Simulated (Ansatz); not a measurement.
`NC[S][AlH2]` + H₂ → `C[S][AlH2]` + NH₃ at 700 K and 1 bar (hydrogenolysis of a C–N bond).

Program: Ansatz. Geometries: PBE0-D4/def2-TZVP. ΔE: electronic, gas phase. CCSD(T)/CBS adds triple-zeta CCSD(T) − MP2 to the extrapolated MP2 energy (def2 sets, frozen cores). This one scheme is used for every species. One conformer a species, not always the lowest.

| species | CCSD(T)/CBS energy (Eh) | H − E (kJ/mol) | S (J/(mol·K)) |
| --- | --- | --- | --- |
| `NC[S][AlH2]` | -736.16822 | 258.7 | 449.5 |
| H₂ | -1.17544 | 46.8 | 155.3 |
| `C[S][AlH2]` | -680.87163 | 198.2 | 398.5 |
| NH₃ | -56.50880 | 116.9 | 226.5 |

H − E and S are ideal-gas, rigid-rotor, harmonic terms from PBE0-D4/def2-TZVP, for one conformer and one mirror image of each species. The MP2-based limit puts H₂ 0.8 mEh under its directly extrapolated value; such offsets cancel only in part. 1 Eh = 2625.50 kJ/mol, R = 8.31446 J/(mol·K).

Problem. By hand: ΔE, ΔH, ΔS and ΔG.

Solution. ΔE = (-680.87163) + (-56.50880) − (-736.16822) − (-1.17544) = -0.03677 Eh = -96.5 kJ/mol. Δ(H − E) = 198.2 + 116.9 − 258.7 − 46.8 = 9.6, so ΔH = -86.9 kJ/mol. ΔS = 398.5 + 226.5 − 449.5 − 155.3 = 20.2 J/(mol·K). ΔG = -86.9 − 700 × (20.2)/1000 = -101.0 kJ/mol.

Problem. By hand: the equilibrium constant, and the temperature at which ΔG would vanish if ΔH and ΔS stayed fixed.

Solution. log₁₀ K = −ΔG/(RT ln 10) = 7.5. ΔH and −TΔS have one sign here, so there is no such temperature.

ΔH outweighs TΔS. A doubt of 5 kJ/mol in ΔE shifts log₁₀ K by 0.4 here. Other conformers and mirror images would add mixing entropy, several J/(mol·K) or more a flexible species. Modes under 60 cm⁻¹, often nearly free rotors, make the harmonic entropy too high. These are equilibria of isolated gas molecules and say nothing of rates. Largest T1 diagnostic: 0.011 (customary marks: 0.02 for closed shells, 0.045 for open ones).
